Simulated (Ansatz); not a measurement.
Basis sets compared for CuBr₂⁻. Charge -1, multiplicity 1. Geometry PBE-D4/def2-TZVPD. Ansatz on 4 threads of Arm Neoverse V1 on a shared host; times are rough, and most runs start from earlier orbitals.

Cartesian coordinates in Å:
```
Cu 0.000 -0.001 0.000
Br 0.009 0.751 2.141
Br -0.009 -0.750 -2.141
```

The structure comes from a short search, and lower isomers may exist.

| level | functions | energy (Eh) | HOMO (eV) | LUMO (eV) | wall time |
| --- | --- | --- | --- | --- | --- |
| PBE-D4/def2-SVPD | 116 | -6787.1904 | -0.77 | 2.68 | 1.2 s |
| PBE0-D4/def2-SVPD | 116 | -6787.3746 | -2.42 | 3.25 | 1.9 s |

(1) Estimate the rows for PBE-D4/def2-TZVPD, PBE0-D4/def2-TZVPD.

Answers

(1) 
```tsv
level	functions	energy (Eh)	HOMO (eV)	LUMO (eV)	wall time
PBE-D4/def2-TZVPD	162	-6788.0528	-0.87	2.65	1.8 s
PBE0-D4/def2-TZVPD	162	-6788.2280	-2.47	3.17	3.6 s
```
